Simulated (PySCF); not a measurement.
## SrCa⁺: from constants to spectrum

ROHF-CCSD(T) constants of SrCa⁺, ²Σ⁺ (doublet), unpaired electrons σ ↑ (PySCF, scalar-relativistic core potentials, basis sets Sr def2-SVPD with ECP28, Ca def2-SVPD; masses 87.9056 and 39.9626 u):

- ωe: 100.0 cm⁻¹
- ωexe: 0.336 cm⁻¹
- Be: 0.036757 cm⁻¹
- αe: 0.000165 cm⁻¹
- D (centrifugal): 1.99e-08 cm⁻¹
- De to Sr⁺ + Ca: 0.88 eV

Problem. Give the vibrational terms G(v) and spacings up to v = 6.

Solution. G(v) = ωe(v+½) − ωexe(v+½)².

| v | G(v) (cm⁻¹) | G(v) − G(v−1) | Bv (cm⁻¹) |
| --- | --- | --- | --- |
| 0 | 49.9 |  | 0.03667 |
| 1 | 149.2 | 99.3 | 0.03651 |
| 2 | 247.9 | 98.7 | 0.03634 |
| 3 | 345.9 | 98.0 | 0.03618 |
| 4 | 443.2 | 97.3 | 0.03601 |
| 5 | 539.8 | 96.6 | 0.03585 |
| 6 | 635.8 | 96.0 | 0.03568 |

Problem. How well does the Morse estimate ωe²/(4ωexe) reproduce De, and what is D0?

Solution. It gives 0.92 eV, 105 % of the computed De. D0 = De − G(0) = 0.88 − 0.01 = 0.87 eV.

Correlated steps freeze 5 core orbitals. Correlated levels converge slowly with the basis: in double zeta they bind strong bonds too weakly, by up to about 1 eV, and carry superposition errors of some tenths. Spin–orbit coupling is left out. For an ion De counts to the pair picked by the measured ionisation energies or electron affinities, which need not be the lowest pair at this level. The state was picked by a PBE0 search and need not be the measured ground state.
